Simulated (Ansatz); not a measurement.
A nudged elastic band was laid between two geometries of C2H9AsSi (13 atoms, charge 0, multiplicity 1).

Method: RKS PBE0-D4/def2-SVP (Ansatz 0.2.0).

| Property | Result |
| --- | --- |
| movable images | 7 |
| climbing image | yes |
| spring | 5.0 eV/Å² |
| optimiser | quadratic models (default) |
| start path | IDPP |
| force threshold | 0.03 eV/Å |
| iteration limit | 60 |
| end points | relaxed |

Image 0:

```xyz
13
Properties=species:S:1:pos:R:3
C -1.330 0.409 1.398
Si -0.530 -0.903 0.317
C 1.136 -0.321 -0.350
As 1.021 1.373 -1.372
H -0.688 0.651 2.259
H -1.502 1.338 0.832
H -2.301 0.061 1.784
H -1.426 -1.227 -0.839
H -0.327 -2.161 1.105
H 1.812 -0.134 0.501
H 1.587 -1.115 -0.963
H 2.342 1.206 -2.120
H 0.227 0.788 -2.537
```

Image 8:

```xyz
13
Properties=species:S:1:pos:R:3
C -1.165 0.366 1.546
Si -0.321 -0.930 0.480
C 1.111 -0.189 -0.497
As 0.577 1.344 -1.632
H -1.996 -0.077 2.118
H -0.455 0.805 2.264
H -1.573 1.183 0.931
H -1.308 -1.522 -0.481
H 0.200 -2.041 1.341
H 1.866 0.190 0.213
H 1.592 -0.972 -1.103
H 1.778 1.284 -2.573
H -0.285 0.526 -2.591
```

(1) Which bonds break or form, and what moves?

(2) What energy profile does the band end with?

(3) What is the geometry of the highest image?

(4) What are the harmonic wavenumbers there?

## Answers

(1) No bond is made or broken. The dihedral H7–C1–Si2–C3 goes from -180 to 60°. The two ends are copies of one structure, up to a mirror image or an exchange of like atoms.

(2) The forces met the threshold. The highest image is number 4 of 0 to 8, 1.5 kcal/mol above the ends, which have the same energy within 2 meV. A vibrational analysis at the climbing image gives one clearly imaginary mode, 167i cm⁻¹: a first-order saddle point.

```
image  path coordinate (Å)  energy (kcal/mol)  dihedral H7–C1–Si2–C3 (°)
    0                 0.00                0.0                       -180
    1                 0.45                0.2                        166
    2                 0.89                0.7                        151
    3                 1.34                1.3                        135
    4                 1.78                1.5                        120
    5                 2.23                1.3                        105
    6                 2.67                0.7                         89
    7                 3.12                0.2                         75
    8                 3.56                0.0                         60
```

(3) 
```xyz
13
Properties=species:S:1:pos:R:3:forces:R:3
C -1.187 0.394 1.533 -0.01 0.00 0.00
Si -0.348 -0.925 0.473 0.01 -0.01 -0.01
C 1.116 -0.213 -0.479 0.00 0.00 0.00
As 0.627 1.328 -1.623 0.00 -0.01 -0.01
H -1.162 0.123 2.599 0.00 0.00 0.00
H -0.686 1.368 1.418 0.00 0.00 0.00
H -2.241 0.527 1.245 0.00 0.00 0.00
H -1.319 -1.502 -0.512 0.00 0.00 0.00
H 0.143 -2.053 1.328 0.00 0.00 0.01
H 1.863 0.156 0.245 0.00 0.00 0.00
H 1.594 -1.006 -1.073 0.00 0.00 0.00
H 1.846 1.247 -2.539 0.00 0.01 0.00
H -0.227 0.522 -2.599 0.00 0.00 0.00
```

(4) 167i, 61, 109, 141, 245, 457, 559, 596, 664, 681, 710, 753, 813, 846, 853, 905, 953, 999, 1042, 1096, 1269, 1389, 1432, 1436, 2203, 2208, 2212, 2217, 3064, 3081, 3158, 3166, 3173 cm⁻¹.

Run time: 73 s on 2 threads of Intel(R) Xeon(R) 6975P-C (Granite Rapids) (shared host), peak memory 0.33 GiB.
